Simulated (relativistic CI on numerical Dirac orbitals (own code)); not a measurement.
## Fe³⁺ in a cubic cluster: 3s photoemission with charge transfer

Computed with a charge-transfer multiplet model of a cubic metal-ligand cluster with up to 2 ligand holes, Slater and spin-orbit integrals from Dirac-Coulomb-Breit ions, Slater integrals scaled by 0.8. The parameters are those of a tetrahedral site (10Dq negative, t2 hopping the larger). The ground state mixes d5 with configurations of k ligand holes L, whose averages lie at kΔ + k(k − 1)U_dd/2; a core hole lowers each added d electron by U_cd. 300 K, Lorentzian 1.4 eV and Gaussian 0.8 eV FWHM.

Atomic integrals in eV (Slater integrals scaled, ζ unscaled), ground: F2dd 9.587, F4dd 5.993, zeta_d 0.056; with the core hole: F2dd 10.413, F4dd 6.546, zeta_d 0.065, G2cd 10.337.

Cluster parameters (eV): Δ = 3.5, U_cd = 8.2, 10Dq = -0.5, 10Dq(ligand) = 0, V(eg) = 1.27, V(t2g) = -2.17, final-state hopping factor = 1.

```tsv
Case	n_d	d5	d6L	d7L2	S
U_dd = 5.6 eV	5.29	0.73	0.25	0.02	2.50
U_dd = 7 eV	5.28	0.74	0.25	0.02	2.50
U_dd = 8.4 eV	5.27	0.74	0.24	0.01	2.50
```

Weights, n_d and S are thermal averages at 300 K. Binding energies count from the first peak over 30 % of the highest in each spectrum, which can be another peak from case to case. The parameters are a model scan and need not match a compound or its usual spin state. Peaks in eV (height, largest 100):
- U_dd = 5.6 eV: 0.0 (100), 7.5 (38), 10.2 (47), 18.1 (27), 23.7 (5)
- U_dd = 7 eV: 0.0 (100), 7.7 (35), 10.4 (50), 18.6 (28)
- U_dd = 8.4 eV: 0.0 (100), 7.9 (33), 10.5 (53), 19.0 (28)

Curve for U_dd = 7 eV (points under 2 left out, the grid thinned):

```
E (eV)  Intensity
  -3.9        4.1
  -3.2        5.9
  -2.6        8.8
  -1.9       15.7
  -1.3       30.2
  -0.6       71.1
   0.0      100.0
   0.7       63.2
   1.4       27.3
   2.0       15.8
   2.7       11.8
   3.3       11.2
   4.0        8.9
   4.6        7.1
   5.3        7.1
   6.0        9.7
   6.6       15.8
   7.3       30.3
   7.9       34.5
   8.6       24.1
   9.2       24.2
   9.9       40.9
  10.5       49.4
  11.2       32.7
  11.9       20.7
  12.5       14.5
  13.2        9.6
  13.8        7.1
  14.5        5.2
  15.1        4.4
  15.8        4.3
  16.5        5.4
  17.1        8.5
  17.8       17.8
  18.4       27.5
  19.1       22.7
  19.7       15.0
  20.4        9.4
  21.1        5.1
  21.7        3.3
  22.4        2.6
  23.0        2.7
  23.7        3.7
  24.3        3.5
  25.0        2.0
```

For the case U_dd = 7 eV, Δ = 3.5 eV is smaller than U_dd = 7 eV, the charge-transfer side of the Zaanen-Sawatzky-Allen scheme. With the core hole the average of the configuration with one ligand hole lies at Δ − U_cd = -4.7 eV before mixing: the effective hopping of about 4.0 eV (from the holes of the mixed ground state) is comparable with this gap or larger, so the configurations mix strongly.

Without intra-shell correlation the exchange splitting of the 3s hole comes out too large.
